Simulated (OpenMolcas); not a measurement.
# Co+: the spin-orbit constant, worked from levels

* Program: OpenMolcas 26.06
* Basis: ANO-R3 [8s5p5d3f2g1h]
* Scalar Hamiltonian: X2C, finite nucleus
* Active space: 8 electrons in 6 orbitals (3d 4s)
* State averaging: 2S+1 = 3 even, 55 roots; 2S+1 = 5 even, 10 roots kept (CI in the orbitals of an earlier block); 2S+1 = 1 even, 33 roots kept (CI in the orbitals of an earlier block)
* Spin-orbit coupling: state interaction with AMFI integrals over the reference wave functions, term energies averaged over their components

Methods: CASSCF; MS-CASPT2, IPEA 0.25 Eh, imaginary shift 0.1 Eh (closed shells correlated: 3s 3p). Measured levels: NIST Handbook of Basic Atomic Spectroscopic Data.

**The spin-orbit constant.** For the Hund term 3F of d8, E(J) = (A/2) J(J+1) + constant and ζ = -2S·A = -2A. From J = 2 to J = 4 the energy changes by 7 A.

| Source | E(4) - E(2) | A | ζ |
| --- | --- | --- | --- |
| CASSCF | -1756.6 | -250.9 | 502 |
| MS-CASPT2 | -1727.1 | -246.7 | 493 |
| measured | -1597.2 | -228.2 | 456 |

All in cm-1. MS-CASPT2 is off by +8.1 % and CASSCF by +10.0 %. Both methods take the spin-orbit matrix elements from the reference wave functions, so the second can move ζ only through the term energies and any multistate remixing. Second-order mixing with other terms is absorbed into this ζ.

Term energies are means over components that CASPT2 splits; among the terms shown or strongly mixed into the levels shown the widest spread is 3100 cm-1 (3d8 3F, MS-CASPT2). Over all roots computed the reference weight is 0.86 to 0.92 in MS-CASPT2; the roots of lowest weight are the least certain, and an intruder state may touch them. Without dynamic correlation excited terms often stand tens of per cent too high (terms of higher spin than the ground term too low), and those without a measured partner can miss by more than the paired ones (holds for CASSCF). The lowest computed level is not the ground level that NIST lists (3F4) (holds for CASSCF). Computed and measured levels are paired by configuration, term and J; levels that our copy of the source lacks, or whose pairing is in doubt (as where it misses far off the trend of its configuration), stay unpaired and out of the deviations. Only configurations of the active space appear.
